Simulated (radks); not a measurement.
The numbers below are computed, except where a source is named.
Ba5+, configuration [Kr] 4d10 5s2 5p3 (the NIST ground configuration).

Level of theory: non-relativistic Kohn-Sham, PBEsol, spin-polarised, spherical densities, point nucleus; open shells are filled with parallel spins first (spin-orbit coupling, left out, can overturn this in heavy ions); relativity is left out, which matters for an element this heavy (a radial shooting solver on a logarithmic mesh with Libxc functionals).

Energy parts (eV):
| part | energy |
|---|---|
| total | -214345.61 |
| kinetic | 214268.70 |
| electron-nucleus | -504992.53 |
| Hartree | 81458.39 |
| exchange-correlation | -5080.17 |

Orbitals (lengths in bohr, moments of r in powers of bohr; r(90%) holds 90 % of the orbital's charge):
orbital	occ.	eigenvalue (eV)	r(90%)	<r^4>
1s up	1	-35606.34	0.0482	2.449e-06
1s down	1	-35606.14	0.0482	2.449e-06
2s up	1	-5522.429	0.179	0.0004283
2s down	1	-5522.323	0.179	0.0004283
2p up	3	-5214.700	0.160	0.0002768
2p down	3	-5214.524	0.160	0.0002768
3s up	1	-1207.883	0.449	0.01728
3s down	1	-1207.704	0.449	0.01728
3p up	3	-1076.173	0.443	0.01630
3p down	3	-1075.971	0.443	0.01629
3d up	5	-830.7748	0.417	0.01271
3d down	5	-830.5842	0.417	0.01271
4s up	1	-278.9151	1.01	0.4519
4s down	1	-278.5233	1.01	0.4495
4p up	3	-230.7887	1.06	0.5400
4p down	3	-230.3633	1.06	0.5350
4d up	5	-147.0080	1.19	0.8607
4d down	5	-146.4369	1.18	0.8377
5s up	1	-81.1565	2.27	11.49
5s down	1	-77.8688	2.27	11.54
5p up	3	-67.1526	2.47	16.29
5p down	0	-63.7918	2.50	16.80
4f up	0	-52.7748	1.83	4.776
4f down	0	-51.3296	1.77	4.269
5d up	0	-45.1995	3.05	37.08
5d down	0	-42.1772	3.14	41.32
6s up	0	-35.4707	4.35	159.1
6s down	0	-34.0277	4.42	170.2
6p up	0	-30.4884	4.77	230.3

The highest occupied level is 5p up at -67.153 eV. Virial ratio -V/T = 2.00036. The spin density at the nucleus is -1.459 e/bohr^3 (1s -0.353, 2s 0.060, 3s 0.017, 4s 0.066, 5s -1.249). The density falls to 0.001 e/bohr^3 at r = 3.25 bohr. For comparison, the ionisation energy in NIST's Atomic Spectra Database is 71 eV (theoretical). In exact Kohn-Sham theory the highest level is minus the ionisation energy, but local and semilocal functionals leave it too shallow, through self-interaction and a potential that decays too fast; potentials with the right tail come closer. Summed over all electrons, <r^2> = 29.60 bohr^2, which gives a Langevin (diamagnetic) susceptibility term of -23.4 x 10^-6 cm^3/mol. Spin moment in Bohr magnetons: 3. The electron density at the nucleus is 1.242e+05 e/bohr^3.
